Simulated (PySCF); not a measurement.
Compound: C5H11Si2 (doublet state).
SMILES with atom numbers: `[CH2:1]/[CH:2]=[CH:3]\[CH:4]1[SiH2:5][CH2:6][SiH2:7]1` (hydrogens: H8, H9 on C1; H10 on C2; H11 on C3; H12 on C4; H13, H14 on Si5; H15, H16 on C6; H17, H18 on Si7)

Geometry (GFN2-xTB, Å), atoms numbered from 1 in this order:
```xyz
18
C5H11Si2 angstrom
C      2.047    0.847    0.064
C      2.126   -0.499    0.263
C      1.074   -1.403    0.361
C     -0.344   -1.093    0.260
Si    -1.007   -0.124   -1.298
C     -1.805    1.138   -0.094
Si    -1.114    0.243    1.455
H      1.109    1.361   -0.034
H      2.937    1.448   -0.001
H      3.119   -0.925    0.356
H      1.340   -2.438    0.529
H     -0.905   -2.025    0.363
H     -1.975   -0.912   -2.069
H      0.027    0.394   -2.189
H     -2.890    1.174   -0.142
H     -1.462    2.162   -0.216
H     -0.143    0.982    2.255
H     -2.144   -0.326    2.331
```

The hyperfine couplings belong to this conformer and change with its torsions.

Level of theory: PySCF 2.14.0, UKS B3LYP, pcH-1 on C H Si, non-relativistic, mean-field spin-orbit, GIAO. Isolated species at its GFN2-xTB geometry (one conformer only). The geometry wasn't refined by DFT: couplings that depend on bond lengths, twists or pyramidal angles can differ widely from those at the functional's own minimum. No stability test was run, so a lower SCF solution isn't excluded.

Q: The isotropic 13C couplings are +53.7, +47.8, -43.6, -21.0, -1.8 MHz. Assign them to C1; C2; C3; C4; C6.

A: 
```json
{"site": "C1", "a_iso (MHz)": "+47.8", "ρ(0) (bohr⁻³)": "+0.0425", "position": "a main spin site", "distance from C3 (Å)": "2.47", "spin population": "+0.60", "largest |T| (MHz)": "89.0"}
{"site": "C2", "a_iso (MHz)": "-43.6", "ρ(0) (bohr⁻³)": "-0.0388", "position": "1 bond from C1", "distance from C3 (Å)": "1.39", "spin population": "-0.24", "largest |T| (MHz)": "25.0"}
{"site": "C3", "a_iso (MHz)": "+53.7", "ρ(0) (bohr⁻³)": "+0.0478", "position": "largest spin population", "distance from C3 (Å)": "0.00", "spin population": "+0.64", "largest |T| (MHz)": "98.6"}
{"site": "C4", "a_iso (MHz)": "-21.0", "ρ(0) (bohr⁻³)": "-0.0187", "position": "1 bond from C3", "distance from C3 (Å)": "1.45", "spin population": "-0.05", "largest |T| (MHz)": "2.2"}
{"site": "C6", "a_iso (MHz)": "-1.8", "ρ(0) (bohr⁻³)": "-0.0016", "position": "3 bonds from C3", "distance from C3 (Å)": "3.87", "spin population": "0.00", "largest |T| (MHz)": "0.4"}
```

ρ(0) is the spin density at the nucleus and T the dipolar tensor; a_iso includes a spin–orbit part; entries for several nuclei are means. The Mulliken spin populations are largest on C3 (+0.64), C1 (+0.60), C2 (-0.24) and Si7 (+0.06). The positive populations add up to 1.37 and the negative ones to -0.37, together 2S = 1. The angles at C3 add up to 360.0°, so it is planar; its axial dipolar tensor and the negative coupling of its proton fit spin in a p orbital normal to that plane. Main spin sites, with 60 % or more of the largest population: C1, C3; positions count bonds from the nearest.

Means are taken over nuclei equivalent by connectivity, which assumes that they swap fast. H8 and H9 aren't averaged: C1 is flat or nearly so (angle sum 360°), and its turn about the short C1–C2 bond (1.36 Å) is taken as slow.
